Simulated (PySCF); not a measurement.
C2H7AlO2, singlet, geometry from GFN2-xTB (such geometries of metal compounds can be far from the true shape). Base run: PySCF with HF/6-31G, polarisability.

Input for PySCF:
```python
from pyscf import gto, scf
from pyscf.prop import polarizability

mol = gto.Mole()
mol.atom = '''
    Al   -0.270570    0.189504    0.598643
    H    -0.861695    0.604198    1.907517
    O    -0.786823    1.058539   -0.702455
    C    -1.248672    1.822497   -1.778201
    H    -1.182989    2.885587   -1.533671
    H    -0.647715    1.626406   -2.669297
    H    -2.290854    1.572747   -1.991958
    O     0.794432   -1.064704    0.683762
    C     1.690270   -2.131242    0.802418
    H     1.961742   -2.511235   -0.185343
    H     2.596587   -1.800763    1.315896
    H     1.231881   -2.938694    1.378742
'''
mol.basis = '6-31g'
mol.charge = 0
mol.spin = 0
mol.verbose = 3
mol.build()

mf = scf.RHF(mol)
mf.kernel()
alpha = mf.Polarizability().polarizability()[2, 2]
print('alpha_zz =', alpha)
```

Each row names what was changed in the base input (with any setting that the change needs).

```
change                                         alpha_zz (bohr³)  basis functions  core-seconds (rough)
---------------------------------------------  ----------------  ---------------  --------------------
base                                                      41.70               63                     1
finite field (a.u.) = 2e-4; conv_tol = 1e-11              41.70               63                     1
basis = 6-31G*                                              [?]              [?]                     3
functional = pbe0                                           [?]               63                    20
basis = def2-SVP                                          43.58              109                     5
finite field (a.u.) = 0.02; conv_tol = 1e-11              41.80               63                     1
finite field (a.u.) = 0.001; conv_tol = 1e-11             41.70               63                     1
finite field (a.u.) = 0.005; conv_tol = 1e-11             41.70               63                     1
functional = lda,vwn                                      50.80               63                    10
basis = STO-3G                                            25.46               36                   0.4
finite field (a.u.) = 0.001; conv_tol = 1e-6              41.70               63                     1
basis = 6-31+G*                                           46.28              108                     6
```

Fill in the missing entries.


- basis = 6-31G*, alpha_zz (bohr³): 43.24
- basis = 6-31G*, basis functions: 88
- functional = pbe0, alpha_zz (bohr³): 47.02

Finite-field rows take the second difference of the energy in a field along z; a small field with loose convergence shows SCF noise divided by the square of the field, and a large one adds hyperpolarisability.
